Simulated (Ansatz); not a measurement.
`B/C=C/CO` + SiH₄ → `B/C=C/[SiH3]` + CH₃OH at 298.15 K and 1 bar (formal exchange of groups at a C–C bond).

Computed with Ansatz on PBE0-D4/def2-TZVP structures; ΔE is electronic, products minus reactants. CBS: MP2 limit from def2 TZ/QZ plus the TZ coupled-cluster correction, frozen cores. This one scheme is used for every species. Double bonds are as drawn, so ΔE can hold a change between cis and trans. One conformer a species, not always the lowest.

```json
{"species": "`B/C=C/CO`", "CCSD(T)/CBS energy (Eh)": "-218.28965", "H − E (kJ/mol)": "272.8", "S (J/(mol·K))": "326.2"}
{"species": "SiH₄", "CCSD(T)/CBS energy (Eh)": "-291.46306", "H − E (kJ/mol)": "92.1", "S (J/(mol·K))": "204.8"}
{"species": "`B/C=C/[SiH3]`", "CCSD(T)/CBS energy (Eh)": "-394.14024", "H − E (kJ/mol)": "223.8", "S (J/(mol·K))": "323.7"}
{"species": "CH₃OH", "CCSD(T)/CBS energy (Eh)": "-115.61712", "H − E (kJ/mol)": "146.3", "S (J/(mol·K))": "238.2"}
```

H − E and S are ideal-gas, rigid-rotor, harmonic terms from PBE0-D4/def2-TZVP, for one conformer and one mirror image of each species. 1 Eh = 2625.50 kJ/mol, R = 8.31446 J/(mol·K).

**Question.** By hand: ΔE, ΔH, ΔS and ΔG.

**Answer.** ΔE = (-394.14024) + (-115.61712) − (-218.28965) − (-291.46306) = -0.00465 Eh = -12.2 kJ/mol. Δ(H − E) = 223.8 + 146.3 − 272.8 − 92.1 = 5.2, so ΔH = -7.0 kJ/mol. ΔS = 323.7 + 238.2 − 326.2 − 204.8 = 30.9 J/(mol·K). ΔG = -7.0 − 298.15 × (30.9)/1000 = -16.2 kJ/mol.

**Question.** By hand: the equilibrium constant, and the temperature at which ΔG would vanish if ΔH and ΔS stayed fixed.

**Answer.** log₁₀ K = −ΔG/(RT ln 10) = 2.8. ΔH and −TΔS have one sign here, so there is no such temperature.

TΔS isn't small against ΔH here. A doubt of 5 kJ/mol in ΔE shifts log₁₀ K by 0.9 here. Other conformers and mirror images would add mixing entropy, several J/(mol·K) or more a flexible species. These are equilibria of isolated gas molecules and say nothing of rates. Largest T1 diagnostic: 0.012 (customary marks: 0.02 for closed shells, 0.045 for open ones).
